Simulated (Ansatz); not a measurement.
Frontier orbitals of `O[Si]1(O)CO1`.

```xyz
9

O     0.7786   -1.4738   -1.0290
Si    0.4365   -0.1194   -0.2102
O     1.8906    0.4789    0.1760
C    -1.1033    0.2372    0.6352
O    -0.7649    0.8696   -0.7075
H     0.0412   -1.9263   -1.4412
H     1.9056    1.3428    0.5906
H    -1.1984    0.9875    1.4182
H    -1.9859   -0.3964    0.5680
```

Total charge 0; spin multiplicity 1. Geometry: relaxed with PBE0-D4/def2-TZVP. It is one conformer, not always the lowest. Basis def2-TZVPP, the Gaussian-basis code of Ansatz.

Orbital energies of one run (eV). Highest occupied ones, from the top: -7.14, -7.95, -9.60, -10.03, -10.59, -10.60, -11.50, -12.48, -13.02, -13.94, -16.24, -17.86, -27.53, -28.03. Empty: -0.18, 0.89, 1.17, 1.81, 1.94, 2.46.

(1) Which functional gave them?
A. HSE06 (plane-wave form)
B. ωB97X-V
C. CAM-B3LYP
D. LDA (SPW92)

## Answers

(1) A. HOMO energies: HSE06 -7.14, LDA (SPW92) -6.31, CAM-B3LYP -9.00, ωB97X-V -9.97 eV.
